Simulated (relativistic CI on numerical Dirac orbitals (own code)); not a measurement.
# Radial parameters of Lu⁵⁷⁺

These numbers are calculated, not measured: Dirac-Coulomb-Breit CI, separate exchange-only KLI orbitals for each configuration, model QED (radiative potential, 1s self-energy scaled to tabulated hydrogen-like ionisation energies), unscaled Slater integrals (own radial code, finite nucleus).

Slater integrals F^k, G^k are unscaled and averaged over j, outside the closed core [Ne]; ζ comes from projecting the Hamiltonian with its Breit term on Σ l·s of the shell.

- 3s2 3p2: F^2(3p,3p) = 514260, ζ(3p) = 1.5945e+06 cm⁻¹; <r>(3p) = 0.19, <r^2>(3p) = 0.04181 (bohr units).
- 3s2 3p 3d: ζ(3p) = 1.5933e+06, F^2(3p,3d) = 519070, G^1(3p,3d) = 534640, G^3(3p,3d) = 362500, ζ(3d) = 216600 cm⁻¹; <r>(3p) = 0.1901, <r^2>(3p) = 0.04187, <r>(3d) = 0.168, <r^2>(3d) = 0.03251 (bohr units).
- 3s 3p3: F^2(3p,3p) = 514090, G^1(3s,3p) = 651540, ζ(3p) = 1.5943e+06 cm⁻¹; <r>(3s) = 0.1945, <r^2>(3s) = 0.04321, <r>(3p) = 0.19, <r^2>(3p) = 0.04184 (bohr units).

Averages of the first 10 configurations, taken without configuration mixing, which lowers the lowest level and can move excited configurations by several eV; other configurations of the list can lie among them:

| Configuration | Parity | States | Average energy above the lowest level (eV) |
| --- | --- | --- | --- |
| 3s2 3p2 | even | 15 | 395.7 |
| 3s2 3p 3d | odd | 60 | 752.4 |
| 3s 3p3 | odd | 40 | 758.8 |
| 3s2 3d2 | even | 45 | 1117.9 |
| 3p4 | even | 15 | 1144.3 |
| 3s 3p2 3d | even | 300 | 1105.9 |
| 3p2 3d2 | even | 675 | 1828.1 |
| 3s 3p 3d2 | odd | 540 | 1461.8 |
| 3p3 3d | odd | 200 | 1481.8 |
| 3s2 3d 4s | even | 20 | 3224.5 |
